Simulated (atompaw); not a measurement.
## PBE PAW (atompaw) dataset for V, scalar-relativistic all-electron reference.

```json
{
  "Element": "V (Z = 23)",
  "Generator": "atompaw 4.2.0.5",
  "Type": "PAW",
  "Functional": "PBE",
  "Relativity": "scalar-relativistic",
  "Frozen core": "[Ar]",
  "Valence charge": "5",
  "Reference configuration": "3d4 4s1 4p0",
  "Partial waves": "4s (bound): rc 3.00 bohr; 4s channel at 0.05 Ry: rc 3.00 bohr; 4p (bound, empty): rc 3.00 bohr; 4p channel at 0.65 Ry: rc 3.00 bohr; 3d (bound): rc 1.60 bohr; 3d channel at 0.3 Ry: rc 1.60 bohr",
  "Local potential": "vpsmatchnc scheme with l = 3 at 0.5 Ry, radius 2.60 bohr",
  "Core correction": "smooth core density matched at 2.80 bohr",
  "Augmentation charge": "sinc compensation charge, radius 2.80 bohr; PAW radius 3.00 bohr; waves and projectors: custom rrkj vanderbiltortho"
}
```

Results:

- Cutoffs needed: 40 Ry and 60 Ry (the cutoffs (Ry, on a coarse ladder) from which the occupation-weighted sum of valence levels, in a spherical-Bessel basis at the reference potential, stays within 10 and 1 mRy of its value at 400 Ry)
- Ghost test: ghost state, extra bound levels that the all-electron valence spectrum of the same l lacks: s at -17.2 eV; a true bound ghost makes a file unfit for plane-wave use (spherical-Bessel basis up to 400 Ry, 20 bohr box)
- Lowest eigenvalue of the overlap operator: 0.26 (s channel)
- Overlap eigenvalues printed by atompaw (projector basis): 0.18, 0.435, 0.933, 296, 628, 2.24e+03
- Share of each valence orbital outside the PAW sphere: 4s 61 %, 4p 87 %, 3d 12 %

Generation and tests took about 5.7 s on one core of a shared server CPU.
